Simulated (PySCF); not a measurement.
**C8H7FO2: full NMR table**

```
Formula                               : C8H7FO2
SMILES                                : COC(=O)c1ccc(F)cc1
Point group of the computed structure : Cs
Degrees of unsaturation               : 5
Carbon signals                        : 6
Proton signals                        : 3
```

Bonds (- single, = double, # triple, : aromatic): C1-O2, O2-C3, C3=O4, C3-C5, C5:C6, C6:C7, C7:C8, C8-F9, C8:C10, C10:C11, C11:C5. C1 carries H12, H13, H14; C6 carries H15; C7 carries H16; C10 carries H17; C11 carries H18.

Theory: geometry: GFN2-xTB, GIAO PBE0/pcSseg-1 shieldings, in PySCF 2.14.0 with density-fitted response routines (non-relativistic, one conformer, isolated molecule, rapidly exchanging positions averaged).

δ = σ(ref) − σ, references computed at the same level: TMS for 1H (σref 31.72), 13C (σref 186.93); 19F (σref 170.95) against CFCl3; 17O (σref 336.08) against H2O.

| carbon | δC, type | δH (multiplicity) | HMBC from (2–3 bonds) | span of the C tensor (ppm) |
| --- | --- | --- | --- | --- |
| C1 | 54.2, CH3 | 4.12 (s) | – | 75 |
| C3 | 172.0, C | – | H15/H18, H12/H13/H14 | 150 |
| C5 | 130.7, C | – | H15/H18, H16/H17 | 197 |
| C6/C11 | 139.3, CH | 8.56 (m) | H15/H18, H16/H17 | 234 |
| C7/C10 | 120.9, CH | 7.40 (m) | H15/H18, H16/H17 | 187 |
| C8 | 176.4, C | – | H15/H18, H16/H17 | 163 |

Other nuclei:
```csv
atoms,nucleus,environment,δ (ppm),σ (ppm)
F9,19F,aryl fluorine,-106.3,277.2
O4,17O,ester carbonyl oxygen,413.2,-77.2
O2,17O,ester alkoxy oxygen,176.9,159.1
```

1. Carbon types of the structure: 3 × C, 4 × CH, 1 × CH3, which accounts for all hydrogens.
2. δC 176.4: aromatic carbon bearing fluorine; the electronegative substituent deshields the carbon that carries it.
3. δC 172.0: ester carbonyl carbon; lone-pair donation from the attached heteroatom keeps it upfield of a ketone carbonyl.
4. δC 139.3, 120.9: aromatic CH.
5. δC 130.7: substituted aromatic carbon.
6. δH 8.56, 7.40: hydrogen on an aromatic CH.

Splittings by 19F in the carbon and heteronuclear signals aren't shown, as no couplings were computed. Shifts are as computed. Against solution values, carbons near 30 ppm lie about +3 ppm off and those near 130 ppm about +5 ppm. Of 1211 compounds with measured shifts, 218 miss one by over three times the rms of a fit or turn the order of signals round; such compounds aren't used in these exercises. Unscaled 19F shifts against computed CFCl3 carry errors that often reach 10 to 50 ppm. Unscaled 17O shifts of doubly bonded oxygen tend to come out too high, by tens of ppm or more. Experimental scales use liquid or dissolved standards, which lie at an offset from isolated H2O (liquid H2O: subtract about 36 ppm). Multiplicities follow the n + 1 count of equivalent neighbours, as no J values were calculated; m marks all less simple cases, F and P coupling included.
